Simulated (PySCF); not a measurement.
Isomers of CH9OPSi2, mass 123.993 u with the commonest isotopes. Method used: PBE0-D3(BJ)/def2-SVP geometry optimisation, gas phase in PySCF 2.14.0. One conformer each, none proved a minimum here; rigid rotors.

Question: Order these by rotational constant B, smallest first.
A. `[CH3:1][Si@H:2]([PH2:3])[O:4][SiH3:5]` with C1–Si2–P3–H 164° and 70°, C1–Si2–O4–Si5 79°
B. `[SiH3:1][CH2:2][O:3][SiH2:4][PH2:5]` with Si1–C2–O3–Si4 94°, C2–O3–Si4–P5 167°, O3–Si4–P5–H -178° and -84°
C. `[CH3:1][O:2][SiH2:3][PH:4][SiH3:5]` with C1–O2–Si3–P4 -178°, O2–Si3–P4–Si5 -173°

Answer: B (822.2 MHz), C (968.1 MHz), A (1496 MHz).

Question: Order these by rotational constant C, largest first.
A. `[SiH3:1][CH2:2][O:3][SiH2:4][PH2:5]` with Si1–C2–O3–Si4 94°, C2–O3–Si4–P5 167°, O3–Si4–P5–H -178° and -84°
B. `[CH3:1][O:2][SiH2:3][PH:4][SiH3:5]` with C1–O2–Si3–P4 -178°, O2–Si3–P4–Si5 -173°
C. `[CH3:1][Si@H:2]([PH2:3])[O:4][SiH3:5]` with C1–Si2–P3–H 164° and 70°, C1–Si2–O4–Si5 79°

Answer: C (1133 MHz), B (880.6 MHz), A (819.7 MHz).

Question: Order these by radius of gyration √(Σ m r²/M), largest first.
A. `[CH3:1][Si@H:2]([PH2:3])[O:4][SiH3:5]` with C1–Si2–P3–H 164° and 70°, C1–Si2–O4–Si5 79°
B. `[SiH3:1][CH2:2][O:3][SiH2:4][PH2:5]` with Si1–C2–O3–Si4 94°, C2–O3–Si4–P5 167°, O3–Si4–P5–H -178° and -84°
C. `[CH3:1][O:2][SiH2:3][PH:4][SiH3:5]` with C1–O2–Si3–P4 -178°, O2–Si3–P4–Si5 -173°

Answer: B (2.289 Å), C (2.170 Å), A (1.965 Å).

```
           SMILES  point group  Ia (u·Å²)  Ib (u·Å²)  Ic (u·Å²)      κ  μa (D)  μb (D)  μc (D)
C[Si@H](P)O[SiH3]           C1     173.42     337.80     445.96  -0.59    0.49    0.82    0.03
  [SiH3]CO[SiH2]P           C1      67.74     614.67     616.57  -1.00    0.31    0.20    1.67
  CO[SiH2]P[SiH3]            –      71.66     522.02     573.88  -0.97    0.76    1.28    0.74
```
